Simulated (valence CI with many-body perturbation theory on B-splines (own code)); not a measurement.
**Ce²⁵⁺: calculated level list**

Computed by valence CI with perturbative core correlation (CI+MBPT): five valence electrons over a frozen Dirac-Fock core [Ar] 3d10, radial functions for each j: 9 s, 9 p, 8 d, 6 f, 3 g, 1 h, with the one-electron correlation potential Σ1 (screened to all orders), the two-electron term Σ2, the three-electron term Σ3, Breit, model QED; selected single and double excitations, second order for the rest, scaled by the run's own slope (own B-spline code, finite nucleus).

No measured levels were compared; by estimate levels hold to about 250 cm⁻¹ or 0.2 % of their energy and the worst to 1 %, as in measured heavy ions of charge 2 to 7; those with d or f electrons hold less well. Among the levels kept, up to 940 cm⁻¹ of a level comes from second order outside the variational space, and about a tenth of that is noise between levels of different J, which matters for small intervals.

Levels 1 to 35 of 35, with energies above the lowest level, (4s^2 4p1/2^2 4p3/2) J=3/2. "Leading %" is the weight of the configuration and term that name the level; weights of strongly mixed levels are sums over their largest components and can fall short, so below about 35 % the name and the second component can differ from the true leading terms, or belong to a minority configuration. In the jj column 3d3/2^4 stands for four electrons in 3d with j = 3/2.

| No. | Configuration | Term | J | E (cm⁻¹) | Leading % | g | Second component | Leading jj |
| --- | --- | --- | --- | --- | --- | --- | --- | --- |
| 1 | 4s2 4p3 | 2P° | 3/2 | 0 | 41 | 1.445 | 35 % 4s2 4p3 4S° | 4s^2 4p1/2^2 4p3/2 (96 %) |
| 2 | 4s2 4p3 | 4S° | 3/2 | 169920 | 49 | 1.409 | 47 % 4s2 4p3 2D° | 4s^2 4p1/2 4p3/2^2 (96 %) |
| 3 | 4s2 4p3 | 2D° | 5/2 | 199220 | 98 | 1.198 |  | 4s^2 4p1/2 4p3/2^2 (98 %) |
| 4 | 4s2 4p3 | 2P° | 1/2 | 236830 | 98 | 0.663 |  | 4s^2 4p1/2 4p3/2^2 (98 %) |
| 5 | 4s2 4p3 | 2P° | 3/2 | 410250 | 56 | 1.275 | 28 % 4s2 4p3 2D° | 4s^2 4p3/2^3 (97 %) |
| 6 | 4s 4p4 | 4P | 5/2 | 642170 | 76 | 1.522 | 17 % 4s 4p4 2D | 4s 4p1/2^2 4p3/2^2 (90 %) |
| 7 | 4s 4p4 | 4P | 3/2 | 714170 | 31 | 1.253 | 28 % 4s 4p4 2D | 4s 4p1/2^2 4p3/2^2 (68 %) |
| 8 | 4s 4p4 | 4P | 1/2 | 724220 | 48 | 2.305 | 42 % 4s 4p4 2S | 4s 4p1/2^2 4p3/2^2 (83 %) |
| 9 | 4s2 4p2 4d | 4F | 3/2 | 805980 | 38 | 0.909 | 20 % 4s 4p4 4P | 4s^2 4p1/2^2 4d3/2 (72 %) |
| 10 | 4s 4p4 | 4P | 3/2 | 845180 | 38 | 1.242 | 33 % 4s 4p4 2D | 4s 4p1/2 4p3/2^3 (67 %) |
| 11 | 4s2 4p2 4d | 4F | 5/2 | 864610 | 31 | 1.183 | 23 % 4s2 4p2 4d 4D | 4s^2 4p1/2^2 4d5/2 (76 %) |
| 12 | 4s 4p4 | 2D | 5/2 | 878460 | 64 | 1.267 | 13 % 4s 4p4 4P | 4s 4p1/2 4p3/2^3 (74 %) |
| 13 | 4s 4p4 | 2P | 1/2 | 917870 | 35 | 1.255 | 20 % 4s 4p4 4P | 4s 4p1/2 4p3/2^3 (55 %) |
| 14 | 4s 4p4 | 2P | 3/2 | 924540 | 31 | 1.080 | 22 % 4s2 4p2 4d 2P | 4s 4p1/2 4p3/2^3 (46 %) |
| 15 | 4s2 4p2 4d | 2F | 5/2 | 963100 | 55 | 0.942 | 39 % 4s2 4p2 4d 4F | 4s^2 4p1/2 4p3/2 4d3/2 (90 %) |
| 16 | 4s2 4p2 4d | 4D | 1/2 | 981120 | 73 | 0.379 | 7 % 4s 4p4 4P | 4s^2 4p1/2 4p3/2 4d3/2 (72 %) |
| 17 | 4s2 4p2 4d | 4F | 7/2 | 985350 | 42 | 1.103 | 31 % 4s2 4p2 4d 2G | 4s^2 4p1/2 4p3/2 4d3/2 (82 %) |
| 18 | 4s2 4p2 4d | 4D | 3/2 | 998590 | 37 | 1.053 | 22 % 4s 4p4 2P | 4s^2 4p1/2 4p3/2 4d3/2 (52 %) |
| 19 | 4s2 4p2 4d | 4D | 7/2 | 1001000 | 49 | 1.310 | 27 % 4s2 4p2 4d 4F | 4s^2 4p1/2 4p3/2 4d5/2 (95 %) |
| 20 | 4s2 4p2 4d | 4F | 9/2 | 1030700 | 50 | 1.223 | 48 % 4s2 4p2 4d 2G | 4s^2 4p1/2 4p3/2 4d5/2 (95 %) |
| 21 | 4s2 4p2 4d | 4P | 5/2 | 1043800 | 27 | 1.216 | 18 % 4s2 4p2 4d 4F | 4s^2 4p1/2 4p3/2 4d5/2 (72 %) |
| 22 | 4s2 4p2 4d | 2P | 3/2 | 1052800 | 34 | 1.161 | 25 % 4s2 4p2 4d 4D | 4s^2 4p1/2 4p3/2 4d5/2 (54 %) |
| 23 | 4s2 4p2 4d | 2D | 5/2 | 1079300 | 31 | 1.322 | 28 % 4s2 4p2 4d 4D | 4s^2 4p1/2 4p3/2 4d3/2 (44 %) |
| 24 | 4s2 4p2 4d | 4P | 1/2 | 1085200 | 44 | 2.026 | 28 % 4s2 4p2 4d 2S | 4s^2 4p1/2 4p3/2 4d3/2 (81 %) |
| 25 | 4s2 4p2 4d | 4P | 3/2 | 1087800 | 42 | 1.480 | 40 % 4s2 4p2 4d 2P | 4s^2 4p1/2 4p3/2 4d3/2 (52 %) |
| 26 | 4s2 4p2 4d | 2G | 7/2 | 1091800 | 48 | 1.059 | 18 % 4s2 4p2 4d 4F | 4s^2 4p1/2 4p3/2 4d5/2 (68 %) |
| 27 | 4s2 4p2 4d | 2P | 1/2 | 1113400 | 29 | 1.358 | 28 % 4s 4p4 2S | 4s 4p3/2^4 (57 %) |
| 28 | 4s2 4p2 4d | 2D | 3/2 | 1124700 | 73 | 0.858 | 8 % 4s2 4p2 4d 2P | 4s^2 4p1/2 4p3/2 4d5/2 (72 %) |
| 29 | 4s2 4p2 4d | 2D | 5/2 | 1131100 | 56 | 1.120 | 32 % 4s2 4p2 4d 2F | 4s^2 4p1/2 4p3/2 4d5/2 (61 %) |
| 30 | 4s2 4p2 4d | 2P | 1/2 | 1159700 | 46 | 1.074 | 27 % 4s2 4p2 4d 2S | 4s^2 4p1/2 4p3/2 4d5/2 (65 %) |
| 31 | 4s2 4p2 4d | 2F | 7/2 | 1208600 | 49 | 1.251 | 39 % 4s2 4p2 4d 4D | 4s^2 4p3/2^2 4d5/2 (97 %) |
| 32 | 4s2 4p2 4d | 2G | 9/2 | 1220200 | 50 | 1.218 | 48 % 4s2 4p2 4d 4F | 4s^2 4p3/2^2 4d5/2 (95 %) |
| 33 | 4s2 4p2 4d | 2P | 1/2 | 1229000 | 61 | 1.080 | 22 % 4s2 4p2 4d 4P | 4s^2 4p3/2^2 4d3/2 (63 %) |
| 34 | 4s2 4p2 4d | 2D | 3/2 | 1239600 | 45 | 1.136 | 25 % 4s2 4p2 4d 4P | 4s^2 4p3/2^2 4d3/2 (84 %) |
| 35 | 4s2 4p2 4d | 2D | 5/2 | 1245400 | 36 | 1.209 | 19 % 4s2 4p2 4d 4P | 4s^2 4p3/2^2 4d3/2 (70 %) |

The ionisation energy to 4s2 4p2 3P_0 of the next ion comes out as 863.57 eV (NIST: 862 ± 4 eV (theoretical)). All 35 levels together are meant to be complete up to 1257000 cm⁻¹.
